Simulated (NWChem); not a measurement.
System: C$_{3}$H$_{3}$ClF$_{2}$; SMILES F[C@@H]1[C@H](F)[C@H]1Cl

NWChem input:

```
start job
memory heap 200 mb stack 900 mb global 1100 mb
geometry units angstroms noautoz
  F      0.210084    -1.632727     1.410798
  C     -0.432317    -0.627977     0.756947
  C     -0.432317    -0.627977    -0.756947
  F      0.210084    -1.632727    -1.410798
  C      0.412741     0.365106     0.000000
  Cl     0.041923     2.091213     0.000000
  H     -1.338539    -0.269746     1.277933
  H     -1.338539    -0.269746    -1.277933
  H      1.491663     0.135382     0.000000
end
basis spherical
  * library def2-svp
end
dft
  xc xcamb88 1.00 lyp 0.81 vwn_5 0.19 hfexch 1.00
  cam 0.33 cam_alpha 0.19 cam_beta 0.46
  iterations 150
  mulliken
end
task dft energy
```

Output (shortened):

```
             Northwest Computational Chemistry Package (NWChem) 7.3.0
             --------------------------------------------------------

 CS  symmetry detected

                             Geometry "geometry" -> ""
                             -------------------------

 Output coordinates in angstroms (scale by  1.889725989 to convert to a.u.)

  No.       Tag          Charge          X              Y              Z
 ---- ---------------- ---------- -------------- -------------- --------------
    1 F                    9.0000     0.19476940     1.64064841     1.41079800
    2 C                    6.0000    -0.44478316     0.63408290     0.75694700
    3 C                    6.0000    -0.44478316     0.63408290    -0.75694700
    4 F                    9.0000     0.19476940     1.64064841    -1.41079800
    5 C                    6.0000     0.40308427    -0.35660257     0.00000000
    6 Cl                  17.0000     0.03715680    -2.08375295     0.00000000
    7 H                    1.0000    -1.34998687     0.27328654     1.27793300
    8 H                    1.0000    -1.34998687     0.27328654    -1.27793300
    9 H                    1.0000     1.48135127    -0.12382354     0.00000000

 Effective nuclear repulsion energy (a.u.)     288.7844683766

      Symmetry information
      --------------------

 Group name             Cs
 Group number              2
 Group order               2
 No. of unique centers     6

                                 NWChem DFT Module
                                 -----------------

 Summary of "ao basis" -> "ao basis" (spherical)
 ------------------------------------------------------------------------------
       Tag                 Description            Shells   Functions and Types
 ---------------- ------------------------------  ------  ---------------------
 F                          def2-svp                 6       14   3s2p1d
 C                          def2-svp                 6       14   3s2p1d
 Cl                         def2-svp                 8       18   4s3p1d
 H                          def2-svp                 3        5   2s1p

      Symmetry analysis of basis
      --------------------------

        a'         60
        a"         43

            General Information
            -------------------
          SCF calculation type: DFT
          Wavefunction type:  closed shell.
          No. of atoms     :     9
          No. of electrons :    56
           Alpha electrons :    28
            Beta electrons :    28
          Charge           :     0
          Spin multiplicity:     1
          Use of symmetry is: on ; symmetry adaption is: on
          Maximum number of iterations: 150
          AO basis - number of functions:   103
                     number of shells:    47
          Convergence on energy requested:  1.00D-06
          Convergence on density requested:  1.00D-05
          Convergence on gradient requested:  5.00D-04

              XC Information
              --------------
                     Hartree-Fock (Exact) Exchange  1.000
                   CAM-Becke88 Exchange Functional  1.000
                      VWN V Correlation Functional  0.190 local
              Lee-Yang-Parr Correlation Functional  0.810

           Range-Separation Parameters
           ---------------------------
           Alpha           :  0.19
           Beta            :  0.46
           Gamma           :  0.33
           Short-Range HF  :     F

             Grid Information
             ----------------
          Grid used for XC integration:  medium
          Radial quadrature: Mura-Knowles
          Angular quadrature: Lebedev.
          Tag              B.-S. Rad. Rad. Pts. Rad. Cut. Ang. Pts.
          ---              ---------- --------- --------- ---------
          F                   0.50       49          10.0       434
          C                   0.70       49           8.0       434
          Cl                  1.00       88           9.0       590
          H                   0.35       45           9.0       434
          Grid pruning is: on
          Number of quadrature shells:   325
          Spatial weights used:  Erf1

      Superposition of Atomic Density Guess
      -------------------------------------

 Sum of atomic energies:        -772.28081055

      Non-variational initial energy
      ------------------------------

 Total energy =    -774.871113
 1-e energy   =   -1641.025914
 2-e energy   =     577.370333
 HOMO         =      -0.290903
 LUMO         =       0.040527

      Symmetry analysis of molecular orbitals - initial
      -------------------------------------------------

  Numbering of irreducible representations:

     1 a'          2 a"

  Orbital symmetries:

     1 a'          2 a'          3 a"          4 a'          5 a'
     6 a"          7 a'          8 a'          9 a'         10 a"
    11 a'         12 a"         13 a'         14 a'         15 a"
    16 a'         17 a'         18 a'         19 a"         20 a'
    21 a"         22 a"         23 a'         24 a'         25 a"
    26 a'         27 a'         28 a"         29 a'         30 a'
    31 a'         32 a"         33 a"         34 a'         35 a"
    36 a'         37 a"         38 a'

     ---------------------------------------------
      Total Density - Mulliken Population Analysis
     ---------------------------------------------

    Atom       Charge   Shell Charges
 -----------   ------   -------------------------------------------------------
    1 F    9     9.41   1.99  1.14  0.77  3.44  2.05  0.00
    2 C    6     5.61   1.99  0.92  0.29  1.72  0.62  0.07
    3 C    6     5.61   1.99  0.92  0.29  1.72  0.62  0.07
    4 F    9     9.41   1.99  1.14  0.77  3.44  2.05  0.00
    5 C    6     6.03   1.99  0.94  0.31  1.83  0.91  0.05
    6 Cl  17    17.23   2.00  1.99  1.22  0.71  5.94  2.12  3.22  0.02
    7 H    1     0.92   0.68  0.22  0.02
    8 H    1     0.92   0.68  0.22  0.02
    9 H    1     0.87   0.66  0.19  0.02

   convergence    iter        energy       DeltaE   RMS-Dens  Diis-err
 ---------------- ----- ----------------- --------- --------- ---------
 d= 0,ls=0.0,diis     1   -775.3453875716 -1.06D+03  1.46D-02  1.04D+00
 d= 0,ls=0.0,diis     2   -775.3566517498 -1.13D-02  7.29D-03  1.10D+00
 d= 0,ls=0.0,diis     3   -775.4604854893 -1.04D-01  1.24D-03  3.61D-02
 d= 0,ls=0.0,diis     4   -775.4633414539 -2.86D-03  4.45D-04  2.81D-03
 d= 0,ls=0.0,diis     5   -775.4636161669 -2.75D-04  1.30D-04  1.05D-04
  Resetting Diis
 d= 0,ls=0.0,diis     6   -775.4636303901 -1.42D-05  3.93D-05  7.65D-06
 d= 0,ls=0.0,diis     7   -775.4636316161 -1.23D-06  1.79D-05  9.44D-07
 d= 0,ls=0.0,diis     8   -775.4636316559 -3.98D-08  6.82D-06  9.03D-07

         Total DFT energy =     -775.463631655855
      One electron energy =    -1643.374602091827
           Coulomb energy =      645.572157174100
    Exchange-Corr. energy =      -66.445655114696
 Nuclear repulsion energy =      288.784468376569

 Numeric. integr. density =       56.000014159090

                  Occupations of the irreducible representations
                  ----------------------------------------------

                     irrep           alpha         beta
                     --------     --------     --------
                     a'               18.0         18.0
                     a"               10.0         10.0

                       DFT Final Molecular Orbital Analysis
                       ------------------------------------

 Vector   26  Occ=2.000000D+00  E=-4.010811D-01  Symmetry=a'
              MO Center= -2.7D-02, -9.8D-01, -7.1D-15, r^2= 3.6D+00
   Bfn.  Coefficient  Atom+Function         Bfn.  Coefficient  Atom+Function
  ----- ------------  ---------------      ----- ------------  ---------------
    81      0.504213  6 Cl px                78      0.389914  6 Cl px
    59     -0.226976  5 C  s                 75      0.225136  6 Cl px
    20     -0.174519  2 C  pz                34      0.174519  3 C  pz
     6     -0.146954  1 F  pz                48      0.146954  4 F  pz
    17      0.140487  2 C  s                 31      0.140487  3 C  s

 Vector   27  Occ=2.000000D+00  E=-3.553348D-01  Symmetry=a'
              MO Center= -9.1D-02, -2.0D-01,  1.6D-14, r^2= 3.7D+00
   Bfn.  Coefficient  Atom+Function         Bfn.  Coefficient  Atom+Function
  ----- ------------  ---------------      ----- ------------  ---------------
    81      0.364842  6 Cl px                78      0.261741  6 Cl px
    59      0.229809  5 C  s                 82     -0.226309  6 Cl py
    20      0.213554  2 C  pz                34     -0.213554  3 C  pz
    19     -0.202004  2 C  py                33     -0.202004  3 C  py
     6      0.174287  1 F  pz                48     -0.174287  4 F  pz

 Vector   28  Occ=2.000000D+00  E=-3.484633D-01  Symmetry=a"
              MO Center=  1.8D-03, -8.1D-01, -2.8D-15, r^2= 3.3D+00
   Bfn.  Coefficient  Atom+Function         Bfn.  Coefficient  Atom+Function
  ----- ------------  ---------------      ----- ------------  ---------------
    83      0.494168  6 Cl pz                80      0.353237  6 Cl pz
    62     -0.318597  5 C  pz                77      0.203572  6 Cl pz
    17     -0.183880  2 C  s                 31      0.183880  3 C  s
    18     -0.170220  2 C  px                32      0.170220  3 C  px
    65     -0.141708  5 C  pz                19      0.137478  2 C  py

[...]
```

Level: CAM-B3LYP/def2-SVP. Structure relaxed at the PBE-D3(BJ)/def2-SVP level.
